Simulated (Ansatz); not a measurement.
`FBBCl` + H–F → `FBBF` + HCl at 500 K and 1 bar (ligand exchange at a B–Cl bond).

Isolated molecules relaxed with PBE0-D4/def2-TZVP in Ansatz; ΔE leaves out vibrations. CCSD(T)/CBS is the MP2 limit (def2-TZVPP, def2-QZVPP) plus CCSD(T) − MP2 in def2-TZVPP, frozen cores. This one scheme is used for every species. One conformer a species, not always the lowest.

```csv
species,CCSD(T)/CBS energy (Eh),H − E (kJ/mol),S (J/(mol·K))
`FBBCl`,-610.41691,106.7,346.7
H–F,-100.39570,39.4,188.7
`FBBF`,-250.44368,109.1,328.5
HCl,-460.38127,32.5,201.9
```

H − E and S are ideal-gas, rigid-rotor, harmonic terms from PBE0-D4/def2-TZVP, for one conformer and one mirror image of each species. 1 Eh = 2625.50 kJ/mol, R = 8.31446 J/(mol·K).

Problem. By hand: ΔE, ΔH, ΔS and ΔG.

Solution. ΔE = (-250.44368) + (-460.38127) − (-610.41691) − (-100.39570) = -0.01234 Eh = -32.4 kJ/mol. Δ(H − E) = 109.1 + 32.5 − 106.7 − 39.4 = -4.5, so ΔH = -36.9 kJ/mol. ΔS = 328.5 + 201.9 − 346.7 − 188.7 = -5.0 J/(mol·K). ΔG = -36.9 − 500 × (-5.0)/1000 = -34.4 kJ/mol.

Problem. By hand: the equilibrium constant, and the temperature at which ΔG would vanish if ΔH and ΔS stayed fixed.

Solution. log₁₀ K = −ΔG/(RT ln 10) = 3.6. ΔG = 0 at ΔH/ΔS = 7380 K, far beyond where these terms or the molecules hold.

The number of gas molecules stays the same, so ΔS is small and ΔH decides. A doubt of 5 kJ/mol in ΔE shifts log₁₀ K by 0.5 here. Other conformers and mirror images would add mixing entropy, several J/(mol·K) or more a flexible species. These are equilibria of isolated gas molecules and say nothing of rates. Largest T1 diagnostic: 0.014 (customary marks: 0.02 for closed shells, 0.045 for open ones).
